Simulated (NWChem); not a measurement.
System: CH2NO cation; SMILES C(=[OH+])=N

Parts of the log:

```
             Northwest Computational Chemistry Package (NWChem) 7.3.0
             --------------------------------------------------------

                             Geometry "geometry" -> ""
                             -------------------------

 Output coordinates in angstroms (scale by  1.889725989 to convert to a.u.)

  No.       Tag          Charge          X              Y              Z
 ---- ---------------- ---------- -------------- -------------- --------------
    1 N                    7.0000    -0.03022300     1.18958300     0.00000000
    2 C                    6.0000    -0.01702900     0.04223600     0.00000000
    3 O                    8.0000    -0.11977600    -1.18818500     0.00000000
    4 H                    1.0000    -0.03878600     2.20643500     0.00000000
    5 H                    1.0000     0.70197700    -1.72520500     0.00000000

 Effective nuclear repulsion energy (a.u.)      66.0938934296

  xc_inp: hfexch multiplicative factor not found.

                                 NWChem DFT Module
                                 -----------------

 Summary of "ao basis" -> "ao basis" (spherical)
 ------------------------------------------------------------------------------
       Tag                 Description            Shells   Functions and Types
 ---------------- ------------------------------  ------  ---------------------
 N                           6-31g*                  6       14   3s2p1d
 C                           6-31g*                  6       14   3s2p1d
 O                           6-31g*                  6       14   3s2p1d
 H                           6-31g*                  2        2   2s

            General Information
            -------------------
          SCF calculation type: DFT
          Wavefunction type:  closed shell.
          No. of atoms     :     5
          No. of electrons :    22
           Alpha electrons :    11
            Beta electrons :    11
          Charge           :     1
          Spin multiplicity:     1
          Use of symmetry is: off; symmetry adaption is: off
          Maximum number of iterations: 150
          AO basis - number of functions:    46
                     number of shells:    22
          Convergence on energy requested:  1.00D-06
          Convergence on density requested:  1.00D-05
          Convergence on gradient requested:  5.00D-04

              XC Information
              --------------
                     Hartree-Fock (Exact) Exchange  1.000

      Superposition of Atomic Density Guess
      -------------------------------------

 Sum of atomic energies:        -167.70480970

 Renormalizing density from      23.00 to     22

      Non-variational initial energy
      ------------------------------

 Total energy =    -164.180917
 1-e energy   =    -342.931303
 2-e energy   =     112.656492
 HOMO         =      -0.825089
 LUMO         =      -0.317593

     ---------------------------------------------
      Total Density - Mulliken Population Analysis
     ---------------------------------------------

    Atom       Charge   Shell Charges
 -----------   ------   -------------------------------------------------------
    1 N    7     7.69   2.00  0.87  2.80  0.85  1.14  0.03
    2 C    6     4.85   2.00  0.72  1.62  0.19  0.22  0.11
    3 O    8     8.71   2.00  0.98  3.31  0.86  1.54  0.02
    4 H    1     0.42   0.32  0.10
    5 H    1     0.32   0.28  0.04

   convergence    iter        energy       DeltaE   RMS-Dens  Diis-err
 ---------------- ----- ----------------- --------- --------- ---------
 d= 0,ls=0.0,diis     1   -167.8969792112 -2.34D+02  1.54D-02  1.28D+00
 d= 0,ls=0.0,diis     2   -167.9872522218 -9.03D-02  5.49D-03  3.62D-01
 d= 0,ls=0.0,diis     3   -168.0198065353 -3.26D-02  1.12D-03  6.81D-03
 d= 0,ls=0.0,diis     4   -168.0206800184 -8.73D-04  4.46D-04  9.42D-04
 d= 0,ls=0.0,diis     5   -168.0207996573 -1.20D-04  1.41D-04  8.56D-05
  Resetting Diis
 d= 0,ls=0.0,diis     6   -168.0208151815 -1.55D-05  9.58D-05  1.60D-05
 d= 0,ls=0.0,diis     7   -168.0208202445 -5.06D-06  2.73D-05  1.56D-06
 d= 0,ls=0.0,diis     8   -168.0208209822 -7.38D-07  3.76D-05  6.37D-07
 d= 0,ls=0.0,diis     9   -168.0208214791 -4.97D-07  1.15D-05  1.01D-07
 d= 0,ls=0.0,diis    10   -168.0208215193 -4.02D-08  1.74D-06  3.63D-09

[...]

                     NWChem Electrostatic Potential Fit Module
                     -----------------------------------------

 Atom parameters

 Number of atoms is                                    5
 Number of basis functions is                         46

 Grid parameters

 Maximum number of grid points is                  25595
 Number of grid points is                          25594
 Grid range                                     0.300000 nm
 Grid spacing                                   0.020000 nm
 Probe radius                                   0.070000 nm
 Atom radius factor                             1.000000

 Atomic radii

    1    0.100000
    6    0.147000
    7    0.140000
    8    0.136000
 FASTESP  F
  using M.O. file = ./job.movecs

    Atom              Coordinates                           Charge

                                                  ESP

    1 N    -0.003022    0.118958    0.000000   -0.553146
    2 C    -0.001703    0.004224    0.000000    0.867977
    3 O    -0.011978   -0.118819    0.000000   -0.390183
    4 H    -0.003879    0.220644    0.000000    0.563780
    5 H     0.070198   -0.172521    0.000000    0.511572
                                            ------------
                                                1.000000

 Dipole moment                                  0.559725

 Quadrupole moment Qxx                         -9.006213
                   Qyy                         20.003811
                   Qzz                        -10.997598

 RMS deviation kJ/mol                           0.051404

 RRMS %                                         1.749910
```

Level: Hartree-Fock/6-31G* (spherical d). Geometry: optimised at PBE0/def2-SVP.

Task: Write an input that gives this output.

Result: One answer among several that fit: the input that was run:
```
start job
memory heap 200 mb stack 900 mb global 1100 mb
charge 1
geometry units angstroms noautosym nocenter noautoz
  N     -0.030223     1.189583     0.000000
  C     -0.017029     0.042236     0.000000
  O     -0.119776    -1.188185     0.000000
  H     -0.038786     2.206435     0.000000
  H      0.701977    -1.725205     0.000000
end
basis spherical
  N library 6-31g*
  C library 6-31g*
  O library 6-31g*
  H library 6-31g*
end
dft
  xc hfexch
  iterations 150
  mulliken
end
task dft energy
esp
  recalculate
  probe 0.07
  range 0.3
  factor 1.0
  spacing 0.02
end
task esp
```
